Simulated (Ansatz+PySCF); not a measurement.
Values are calculated unless marked as measured or tabulated.
This PySCF input gave a total energy of -146.61549 hartree.

```python
from pyscf import gto, scf

mol = gto.M(atom="""
Ag 0.000000 0.000000 -0.031080
H 0.000000 0.000000 1.460830
""", basis='def2-svp', ecp={'Ag': 'def2-svp'}, charge=0, spin=0)
mf = scf.UHF(mol)
mf.init_guess = '1e'
mf.kernel()
while True:  # follow internal instabilities
    mo, _, stable, _ = mf.stability(return_status=True)
    if stable: break
    mf.kernel(mf.make_rdm1(mo, mf.mo_occ))
print(mf.converged, mf.e_tot, mf.spin_square()[0])
```

Question: Write an input for Ansatz with the same method and basis set.

Answer:

```yaml
crystal:
  periodic: [false, false, false]
  atoms:
    - { symbol: Ag, position_ang: [0.0, 0.0, -0.03108] }
    - { symbol: H, position_ang: [0.0, 0.0, 1.46083] }
basis:
  gaussian: { orbitals: def2-SVP }
magnetization:
  spin_polarized: true
hamiltonian:
  xc: hf
```

Ansatz (development build ahead of 0.2.0) gave -146.61549 hartree, 0.00 meV from the first. The basis set brings a core potential for Ag, so the total leaves out those core electrons.
